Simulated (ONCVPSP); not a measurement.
**Plane-wave convergence, ONCV potential for Ge (Z = 32)**

```json
{
  "Element": "germanium (Ge)",
  "Generator": "ONCVPSP 4.0.1",
  "Type": "optimised norm-conserving Vanderbilt (ONCV)",
  "Functional": "LDA (Perdew-Zunger)",
  "Relativity": "scalar-relativistic",
  "Frozen core": "[Ar]",
  "Valence charge": "14",
  "Reference configuration": "3d10 4s2 4p1 (charge +1)",
  "Partial waves": "4s: rc 1.75 bohr, ncon 4, nbas 8, qcut 4.3 1/bohr, 2 projectors, debl 1.4 Ha; 4p: rc 2.15 bohr, ncon 4, nbas 8, qcut 3.7 1/bohr, 3 projectors, debl 2.7 Ha; 3d: rc 0.70 bohr, ncon 4, nbas 9, qcut 27.2 1/bohr, 2 projectors, debl 1 Ha",
  "Local potential": "polynomial inside 0.60 bohr (lpopt 4, dvloc0 0 Ha)",
  "Core correction": "Teter function fitted to the true core (icmod 2), fcfact 0.3"
}
```

In the d channel the program set the typed energies aside and used -1.419, 0.250 Ha.

Problem. For each optimised wave give the share of its norm inside rc, the residual kinetic energy above qcut (Ha) and the cutoffs (Ha) for errors of 10, 1, 0.1 and 0.01 mHa per electron.

Solution.

```json
{"wave": "4s", "norm inside rc": "0.397", "residual KE": "5.8e-04", "10 mHa": "6.0", "1 mHa": "8.7", "0.1 mHa": "27.3", "0.01 mHa": "53.7"}
{"wave": "s projector 2", "norm inside rc": "0.171", "residual KE": "8.0e-04", "10 mHa": "6.7", "1 mHa": "9.2", "0.1 mHa": "30.1", "0.01 mHa": "74.2"}
{"wave": "4p", "norm inside rc": "0.392", "residual KE": "4.0e-04", "10 mHa": "2.0", "1 mHa": "4.8", "0.1 mHa": "21.6", "0.01 mHa": "42.5"}
{"wave": "p projector 2", "norm inside rc": "0.133", "residual KE": "1.3e-02", "10 mHa": "7.0", "1 mHa": "15.4", "0.1 mHa": "48.9", "0.01 mHa": "57.7"}
{"wave": "p projector 3", "norm inside rc": "0.139", "residual KE": "6.8e-02", "10 mHa": "11.6", "1 mHa": "20.6", "0.1 mHa": "64.9", "0.01 mHa": "77.9"}
{"wave": "3d", "norm inside rc": "0.557", "residual KE": "7.4e-09", "10 mHa": "192.6", "1 mHa": "234.7", "0.1 mHa": "270.8", "0.01 mHa": "300.4"}
{"wave": "d projector 2", "norm inside rc": "0.037", "residual KE": "6.2e-10", "10 mHa": "139.8", "1 mHa": "193.1", "0.1 mHa": "236.4", "0.01 mHa": "273.5"}
```

The occupied waves need 235 Ha and 271 Ha for 1 and 0.1 mHa. Note: ghosts flagged at negative energy: s at -242.0 eV; GHOST(+) flagged for p at 144.6 eV. A true bound ghost makes a file unfit for plane-wave use.
